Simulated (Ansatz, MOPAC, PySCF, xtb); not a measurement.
Noncovalent pair: CH3F (SMILES CF) (first 5 atoms) with C2H3N (SMILES CC#N); geometry from B3LYP-D3(BJ)/def2-TZVP, rigid monomers moved along the line of their centres of mass till F2···H9 is 2.22 Å.
(charge 0, multiplicity 1):
```xyz
11

C      0.37294     0.59248    -0.17773
F      1.16322    -0.29152     0.56562
H     -0.17778     1.22593     0.51524
H      1.03060     1.19013    -0.80904
H     -0.31110     0.00621    -0.79144
C      1.09561    -0.36945     3.56915
C      0.18417     0.69085     3.17252
N     -0.53485     1.52633     2.84589
H      1.44335    -0.89392     2.67982
H      1.95348     0.05108     4.09450
H      0.58835    -1.07311     4.22966
```

Interaction energies are E(AB) − E(A) − E(B) at the monomers' geometry in the complex; basis-set methods are counterpoise corrected. Rows marked so take none.

Frozen-core correlation. Rows in 3-21G, 6-31G* carry no dispersion term and start afresh at each structure (6-31G* with six Cartesian d functions). MP2/6-31G* freezes PySCF's default core. The state that PM7 reach isn't checked; PM7 holds dispersion and hydrogen-bond terms.

Programs: Ansatz (a quantum-chemistry and plane-wave program) with Gaussian orbitals; MOPAC for PM7 (differences of heats of formation); PySCF for 3-21G rows, 6-31G* rows, the dispersion terms; xtb for the GFN methods. Each number belongs to the level named beside it.

| level | interaction energy (kJ/mol) |
|---|---|
| PM7 | -0.4 |
| GFN2-xTB | -12.1 |
| HF/6-31G* (no counterpoise) | -8.2 |
| PBE-D4/def2-TZVPPD | -12.2 |
| B3LYP/3-21G (no counterpoise) | -33.2 |
| B3LYP-D3(BJ)/def2-TZVPPD | -12.6 |
| PBE0-D3(BJ)/def2-TZVPPD | -12.6 |
| MP2/6-31G* (no counterpoise) | -18.5 |
| CCSD(T)/aug-cc-pVDZ | ___ |

Some entries are withheld; supply them.


- CCSD(T)/aug-cc-pVDZ, interaction energy (kJ/mol): -9.8
